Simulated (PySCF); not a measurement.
Cartesian coordinates (Å):
SMILES: CC(=O)C=O
```xyz
9

C     -1.1091    -0.3529    -0.1370
C      0.1032     0.1278     0.6001
O      0.1664     0.3067     1.7931
C      1.3633     0.4151    -0.2281
O      1.4175     0.2727    -1.4191
H     -1.3975     0.3812    -0.8926
H     -0.8726    -1.2712    -0.6792
H     -1.9256    -0.5218     0.5602
H      2.2169     0.7665     0.3832
```
Charge 0, spin multiplicity 1.

**Question.** Give the HOMO–LUMO gap, HOMO and LUMO at the level TPSSh-D3(BJ)/def2-TZVP // B3LYP-D3(BJ)/def2-TZVP run with PySCF.

**Answer.** 
```json
{
 "HOMO–LUMO gap": "3.37 eV",
 "HOMO": "-6.63 eV",
 "LUMO": "-3.26 eV"
}
```
